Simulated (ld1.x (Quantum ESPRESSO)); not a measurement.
**Tb, ultrasoft: configuration errors across variants**

ld1.x (Quantum ESPRESSO) 7.5 input, shortened:

```
&input
   title='Tb', zed=65., rel=1, dft='PBE', iswitch=3,
   config='[Xe] 4f9 5d0 6s0 6p0'
 /
 &inputp
   pseudotype=3, tm=.true., lloc=-1, rcloc=2.75,
   nlcc=.false.,
   which_augfun='PSQ', rmatch_augfun_nc=.true.
 /
8
5S  1  0   2.00   0.00  1.70  1.90  0.0
6S  2  0   0.00   0.00  1.70  1.90  0.0
5P  2  1   6.00   0.00  2.00  2.30  0.0
6P  3  1   0.00   0.00  2.00  2.30  0.0
5D  3  2   0.00   0.00  3.25  3.75  0.0
5D  3  2   0.00   1.35  3.25  3.75  0.0
4F  4  3   9.00   0.00  0.75  0.80  0.0
4F  4  3   0.00   0.75  0.75  0.80  0.0
 &test
   configts(1)='4f9 5s2 5p6 5d0 6s0 6p0'
 /
```

All-electron excitation energies from the reference (eV): (1) 4f9 5s2 5p6 5d0 6s2 6p0 -17.687; (2) 4f9 5s2 5p6 5d0 6s1 6p0 -11.524; (3) 4f8 5s2 5p6 5d0 6s0 6p0 25.303.

The overlap operator is not positive definite (basis up to 400 Ry) in “waves 5s (bound): rcut 1.70, rcutus 2.58 bohr; 6s (bound): rcut 1.70, rcutus 2.58 bohr”. Such files are unfit for use, however small their errors in these radial tests.

Tests that are not counted but printed errors over 1 eV. “type TM; waves now 5s (bound): rc 1.90 bohr; 5p (bound): rc 2.30 bohr; 5d (bound): rc 3.75 bohr; 4f (bound): rc 0.80 bohr; local potential the f channel”: 4f9 5s2 5p6 5d0 6s1 6p1 (solver errors, printed error -1.7 eV).

2 further variants failed, have other tests or another functional or relativity, and are left out.

A true bound ghost makes a file unfit for plane-wave use even where its test errors are small: the radial tests pick states by their node count and pass the ghost by. Where a test does run into it, the solver fails or the error is huge.

Errors AE − PS in meV (a dash: test not solved or not reliable):

```tsv
change	(1)	(2)	(3)	bound ghosts
base	+8.0	+4.8	-179	none
waves 5p (bound): rcut 1.50, rcutus 1.60 bohr; 6p (bound): rcut 1.50, rcutus 1.60 bohr	+8.2	+4.8	-173	none
waves 5s (bound): rcut 1.70, rcutus 2.58 bohr; 6s (bound): rcut 1.70, rcutus 2.58 bohr	–	–	–	not determined (overlap not positive)
type TM; waves now 5s (bound): rc 1.90 bohr; 5p (bound): rc 2.30 bohr; 5d (bound): rc 3.75 bohr; 4f (bound): rc 0.80 bohr; local potential the f channel	+83	+59	+103	s, p, d
all radii scaled by about 1.36 (s 2.58, p 3.14, d 5.10, f 1.10 bohr, rcut 2.32/2.72/4.42/1.02); local potential all-electron potential smoothed inside 3.74 bohr (lloc = -1)	–	–	–	none
waves 4f (bound): rcut 0.75, rcutus 1.16 bohr; 4f channel at 0.75 Ry: rcut 0.75, rcutus 1.16 bohr	+8.4	+4.9	-138	none
```

Question: Give the same row for: core correction a·sin(br)/r model core inside 0.96 bohr.

Answer: +7.7, +4.7, -193; bound ghosts: none.
